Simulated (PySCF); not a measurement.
## TlSe, HF: how much the basis matters

PySCF, UHF reference; doublet, unpaired electrons π ↑; De to Tl + Se without counterpoise correction.

| basis | relativity | functions | Re (Å) | ωe (cm⁻¹) | De (eV) | μ (D) |
| --- | --- | --- | --- | --- | --- | --- |
| cc-pVDZ-PP | scalar-relativistic core potentials | 46 | 2.762 | 169 | 1.59 | -4.37 |
| def2-SVP | scalar-relativistic core potentials | 58 | 2.765 | 172 | 1.63 | -4.19 |
| def2-TZVPP | scalar-relativistic core potentials | 98 | 2.749 | 168 | 1.69 | -4.31 |

Question: How does each smaller set differ from the one with most functions, def2-TZVPP?

Answer: cc-pVDZ-PP: +1.3 pm, +0.6 % in ωe, -0.10 eV in De; def2-SVP: +1.6 pm, +2.4 % in ωe, -0.06 eV in De. All at HF; the set with most functions is neither the basis-set limit nor always the best.

A positive dipole means Tl(−)Se(+). Spin–orbit coupling is left out, which matters for elements this heavy, above all for dissociation energies. Hartree–Fock leaves out correlation, which carries a large part of most bond energies and some tenths to 1 eV of ionisation energies. The state is the lowest determinant that a PBE0 search found; another state may lie lower at other levels.
